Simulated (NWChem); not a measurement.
# SeICl; SMILES Cl[Se]I

```xyz
3

Se     0.7477    -1.0056     0.0000
Cl    -1.0748    -2.2014     0.0000
I     -0.1349     1.3512     0.0000
```
Atoms are numbered in this order, from 1.

Results from NWChem. Medium grid unless said otherwise, to which SCAN and Minnesota functionals are sensitive. Geometry: optimised at PBE0/def2-SVP. def2 effective core potentials on I; no spin-orbit coupling. Total energies of different functionals are on different scales.

```tsv
level	energy (Ha)	highest occupied level (eV)	orbital gap (eV)	dipole (D)
B3LYP/def2-SVP	-3159.1672	-6.44	3.15	0.94
PBE/def2-SVP	-3158.4720	-5.50	1.63	0.86
PW91/def2-SVP	-3159.2650	-5.54	1.62	0.86
OLYP/def2-SVP	-3160.0141	___	1.70	0.95
BHandHLYP/def2-SVP	-3158.9573	-7.76	5.54	1.06
SCAN/def2-SVP	-3159.3700	-5.89	1.93	1.04
LC-wPBE (HJS exchange hole, range parameter 0.4 per bohr)/def2-SVP	-3158.6031	-9.46	8.36	1.11
MN15-L/def2-SVP	-3157.9987	-5.96	2.34	1.14
HCTH/407/def2-SVP	-3161.1175	-5.64	1.68	1.01
TPSSh/def2-SVP	-3158.8880	-6.16	2.56	0.98
PBE0/def2-SVP	-3158.6042	-6.76	3.60	0.98
```

### Question
Complete the blanks.

### Answer

- OLYP/def2-SVP, highest occupied level (eV): -5.35
